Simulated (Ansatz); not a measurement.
Gas-phase electronic energies from Ansatz, PBE0-D4/def2-TZVP geometries. CCSD(T)/CBS is the MP2 limit (def2-TZVPP, def2-QZVPP) plus CCSD(T) − MP2 in def2-TZVPP, frozen cores. This one scheme is used for every species. Functionals use def2-TZVPP. HSE06 is defined as in plane-wave codes. For Ge outer-core shells are correlated without core-valence functions, which leaves a few kJ/mol of doubt a bond. Scalar relativity is left out up to krypton. One conformer a species, not always the lowest.

Reaction (ligand exchange at a Ge–C bond): `Cl[SiH](Cl)C[CH2][GeH3]` + `O[SiH](O)F` → `O[SiH](F)[O][GeH3]` + `CC[SiH](Cl)Cl`

```tsv
level	ΔE (kcal/mol)
PBE-D4	-12.7
HSE06-D4	-13.4
```

Problem. What does CCSD(T)/CBS give? (An estimate is asked.)

Solution. Computed: -13.9 kcal/mol. The listed levels differ from it by 1.2, 0.5 kcal/mol.

Largest T1 diagnostic among the species: 0.012.

From BLYP to BHLYP (50 % exact exchange), in def2-TZVPP and without D4, ΔE moves by −1.5 kcal/mol. The D4 term adds +1.4 kcal/mol with B3LYP and +0.8 kcal/mol with PBE0; it sums over pairs of atoms, weighted by their polarisabilities, and B3LYP, whose exchange is more repulsive, gets the larger term. At CCSD(T), def2-SVP lies −3.3 kcal/mol from the extrapolated value and def2-TZVPP −0.8 kcal/mol.

B3LYP here is the variant with VWN-RPA as its local correlation; programs differ in this.
